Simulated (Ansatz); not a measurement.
Start from `B[C](=C)[AlH][CH3]` and change one atom or group to get `B[C](=C)[SnH3]`.

Ansatz, PBE0-D4/def2-TZVP geometries, multiplicity 1. Each molecule was computed in one conformer, which needn't be the lowest.

Elements past krypton have def2 core potentials.

```
                                        property  `B[C](=C)[AlH][CH3]`
size of the dipole moment (B3LYP/def2-TZVPP) / D                  0.60
              HOMO energy (PBE0/def2-TZVPP) / eV                 -7.48
         HOMO–LUMO gap (ωB97M-V/def2-TZVPP) / eV                  9.49
           HOMO energy (ωB97M-V/def2-TZVPP) / eV                 -9.68
             HOMO–LUMO gap (PBE/def2-TZVPP) / eV                  3.06
  size of the dipole moment (PBE/def2-TZVPP) / D                  0.60
```

Q: Give the same properties after the change, and the shifts. (An estimate is asked.)

A: Ansatz gave: 
```tsv
property	`B[C](=C)[SnH3]`	shift
size of the dipole moment (B3LYP/def2-TZVPP) / D	1.21	0.61
HOMO energy (PBE0/def2-TZVPP) / eV	-7.92	-0.44
HOMO–LUMO gap (ωB97M-V/def2-TZVPP) / eV	9.83	0.34
HOMO energy (ωB97M-V/def2-TZVPP) / eV	-10.07	-0.39
HOMO–LUMO gap (PBE/def2-TZVPP) / eV	3.48	0.42
size of the dipole moment (PBE/def2-TZVPP) / D	1.23	0.63
```

With PBE0 the HOMO falls by 0.44 eV and the LUMO falls by 0.08 eV, so the gap widens by about 0.36 eV. PBE moves the HOMO by -0.51 eV and ωB97M-V by -0.39 eV. Dipoles are sizes alone; their direction can turn.

B3LYP here is the variant with VWN-RPA as its local correlation; programs differ in this.
